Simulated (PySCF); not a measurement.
**C₆ coefficients of unlike pairs at HSE06**

Calculated with PySCF 2.14 from the dipole response of each species, C₆(A,B) = (3/π) ∫ α_A(iu) α_B(iu) du, in atomic units, from isotropic polarisabilities. For ions this is the dispersion term alone; charge-induced terms of lower order in 1/R come first.

```csv
species,configuration,basis,relativity,α (bohr³),C₆ (like pair)
I,[Kr] 4d10 5s2 5p5 (2P),aug-cc-pwCVTZ-PP with ECP28MDF (8s7p6d4f1g),core potential,33.20,363.6
B(3+),1s2 (1S),aug-cc-pwCVDZ (5s4p2d),none,0.01799,0.002338
B+,[He] 2s2 (1S),aug-cc-pwCVTZ (7s6p4d2f),none,10.81,29.46
F(2+),[He] 2s2 2p3 (4S),"aug-cc-pCVTZ-DK with one added diffuse shell each of s, p, d, f type (8s7p5d3f)",spin-free X2C,1.246,1.576
```

(1) Estimate C₆ for B(3+) with I.

No spin-orbit coupling is included.

The other pairs:

```csv
pair,C₆
"F(2+), B(3+)",0.04454
"F(2+), I",20.98
"B+, I",102.3
"B+, B(3+)",0.1021
"F(2+), B+",5.452
```

Results:

(1) The integral gives 0.4342. The combination rule 2 C_A C_B / (C_A α_B/α_A + C_B α_A/α_B) gives 0.3769 and the geometric mean 0.9220.
